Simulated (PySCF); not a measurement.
PySCF input file for HfO2, SMILES [O]=[Hf]=[O] (connectivity only; charge and spin as stated), charge +1, multiplicity 2, B3LYP-D3(BJ)/def2-TZVP. Geometry optimised at B3LYP-D3(BJ)/def2-TZVP. The spin state was assumed, not searched. The isomer is the one that the SMILES or the coordinates give; other isomers of the formula were not compared. The def2 effective core potentials stand for the cores of Hf; spin–orbit coupling is left out.

```python
import numpy as np
from pyscf import gto, scf, dft
from pyscf.hessian import thermo

mol = gto.M(
    atom='''
    Hf    0.00000000    0.00000000   -0.22135995
    O     0.00000000    1.32190968    0.99611978
    O     0.00000000   -1.32190969    0.99611978
    ''',
    basis='def2-TZVP',
    ecp={'Hf': 'def2-tzvp'},
    charge=1,
    spin=1,
    max_memory=1600,
    verbose=3,
)
mf = dft.UKS(mol, xc='b3lyp').density_fit(auxbasis='def2-universal-jkfit')
mf.disp = 'd3bj'
mf.grids.level = 3
mf.conv_tol = 1e-11
mf.max_cycle = 100
mf.kernel()
fine, coarse = mf.grids, dft.Grids(mol).set(level=1).build(with_non0tab=True)
for _ in range(3):  # follow internal instabilities
    mf.grids = coarse
    mo, _, stable, _ = mf.stability(return_status=True, nroots=4)
    mf.grids = fine
    if stable:
        break
    mf.kernel(mf.make_rdm1(mo, mf.mo_occ))

# [left out here: the lines that compute and print the analytic Hessian (its translational invariance restored by hand, since the grid's response is missing), thermochemistry and intensities]
```

Log of the run:

```

WARN: HOMO -0.567274922345579 >= LUMO -0.567274922345575

converged SCF energy = -198.243467605528  <S^2> = 0.78624595  2S+1 = 2.0359233
<class 'pyscf.df.df_jk.DFUKS'> wavefunction is stable in the internal stability analysis

WARN: DFTD3 does not support analytical Hessian, using finite difference


WARN: Mole.unit (angstrom) is changed to Bohr

Mode                                 0                   1                   2
Irrep
Freq [cm^-1]                      196.8823            237.3020            880.1600
Reduced mass [au]                  17.1619             17.3996             17.2149
Force const [Dyne/A]                0.3919              0.5773              7.8574
Char temp [K]                     283.2698            341.4247           1266.3543
Normal mode                   x     y     z       x     y     z       x     y     z
       0  Hf                 0.00  0.00 -0.02    0.00  0.02  0.00   -0.00  0.00 -0.02
       1   O                -0.00 -0.13  0.11   -0.00 -0.12 -0.11    0.00  0.12  0.12
       2   O                 0.00  0.13  0.11   -0.00 -0.12  0.11    0.00 -0.12  0.12
temperature 298.1500 [K]
pressure 101325.00 [Pa]
Rotational constants [GHz] 12.56563 9.03838 5.25703
Symmetry number 2
Zero-point energy (ZPE) 0.00299 [Eh]   7861.525 [J/mol]
                           tot       elec      trans        rot        vib
Entropy [J/mol/K]       292.357      5.763    175.462     93.826     17.306
Cv [J/mol/K]             42.330      0.000     12.472     12.472     17.387
Cp [J/mol/K]             50.644      0.000     20.786     12.472     17.387
Internal energy [J/mol]                      3718.434   3718.434  10824.092
Internal energy [Eh]   -198.23651  -198.24347
Enthalpy [J/mol]                             6197.391   3718.434  10824.092
Enthalpy [Eh]          -198.23557
Gibbs free energy [J/mol]                  -46116.675 -24255.778   5664.421
Gibbs free energy [Eh] -198.26877
mode   freq/cm-1   IR/(km/mol)
   1      196.88         9.694
   2      237.30        98.961
   3      880.16        44.140
max |gradient| / (hartree/bohr): 0.0002135732804741605
APT charges: [ 1.3305 -0.1653 -0.1653]
```

The run converged.
